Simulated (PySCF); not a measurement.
Planning a shielding job on `C1C=C(C1=O)CN`.

Method: GIAO PBE0/pcSseg-1 NMR shielding, non-relativistic, gas phase (PySCF 2.14.0, density-fitted response routines). Geometry: GFN2-xTB, NEB image 8 of 0 to 8. Work: shieldings, ring-centre shieldings, density fitting. The command runs a driver script over a list of jobs; the input below is this job's line of settings and its coordinates in Å.

Command:
```bash
OMP_NUM_THREADS=1 python probes_run.py task.json out
```

Input:
```
{"job": {"kind": "nmr", "xc": "PBE0", "basis": "pcSseg-1", "pop": false}, "charge": 0, "multiplicity": 1}
N      2.228700     0.114400    -0.284400
C      1.252700    -0.728400     0.393300
C     -0.122900    -0.263700     0.066300
C     -1.249600    -0.813800    -0.418100
C     -2.068400     0.456500    -0.376600
C     -0.764300     1.068700     0.179800
O     -0.441300     2.159800     0.549300
H      3.167800    -0.118300     0.019100
H      2.058300     1.088700    -0.056300
H      1.390300    -1.759100     0.050800
H      1.359300    -0.716300     1.495200
H     -1.513700    -1.807500    -0.729500
H     -2.386600     0.853000    -1.339800
H     -2.910900     0.465600     0.314200
```

Hardware: Arm Neoverse V2, one thread (shared host). PySCF's memory limit was set to 1200 MB.

The basis has 154 functions.

**Question.** Which is nearest to the wall time?
A. 13 s
B. 1.7 min
C. 1.6 s

**Answer.** A. The run took 13 s. The SCF took 14 cycles.

**Question.** Estimate the peak memory.

**Answer.** About 0.77 GiB. Peak memory is the resident size of the whole Python process, interpreter and libraries included.

**Question.** At this speed, how long would 1000 such jobs take on 96 cores, one job a core?

**Answer.** 1000/96 gives 11 rounds of 13 s, about 2.4 min of wall time and 3.6 core-hours, if the jobs don't slow each other.

The SCF part of the output:
```
coarse grid: 11920 points
cycle   1  E = -324.0720349857  dE =  1.186e+00  |g| = 7.814e-01  |ddm| = 3.544e+00
cycle   2  E = -323.7145478125  dE =  3.575e-01  |g| = 1.563e+00  |ddm| = 2.556e+00
cycle   3  E = -324.1874855079  dE = -4.729e-01  |g| = 2.003e-01  |ddm| = 1.984e+00
cycle   4  E = -324.1961858048  dE = -8.700e-03  |g| = 6.217e-02  |ddm| = 2.208e-01
cycle   5  E = -324.1969621255  dE = -7.763e-04  |g| = 1.725e-02  |ddm| = 5.992e-02
cycle   6  E = -324.1970212955  dE = -5.917e-05  |g| = 6.597e-03  |ddm| = 1.952e-02
cycle   7  E = -324.1970309087  dE = -9.613e-06  |g| = 2.183e-03  |ddm| = 7.399e-03
final grid: 115848 points
cycle   8  E = -324.2469849140  dE = -7.893e-06  |g| = 1.442e-02  |ddm| = 3.298e-02
cycle   9  E = -324.2468724844  dE =  1.124e-04  |g| = 2.827e-02  |ddm| = 3.549e-02
cycle  10  E = -324.2470253942  dE = -1.529e-04  |g| = 2.604e-03  |ddm| = 2.508e-02
cycle  11  E = -324.2470267746  dE = -1.380e-06  |g| = 3.493e-04  |ddm| = 2.265e-03
cycle  12  E = -324.2470267939  dE = -1.926e-08  |g| = 1.934e-04  |ddm| = 4.145e-04
cycle  13  E = -324.2470268030  dE = -9.072e-09  |g| = 4.719e-05  |ddm| = 2.056e-04
cycle  14  E = -324.2470268035  dE = -5.170e-10  |g| = 1.138e-05  |ddm| = 5.559e-05
converged SCF energy = -324.2470268035
```

On the final grid dE counts from the start density on that grid.

Other jobs ran on the host; a repeat could differ by tens of per cent or more.
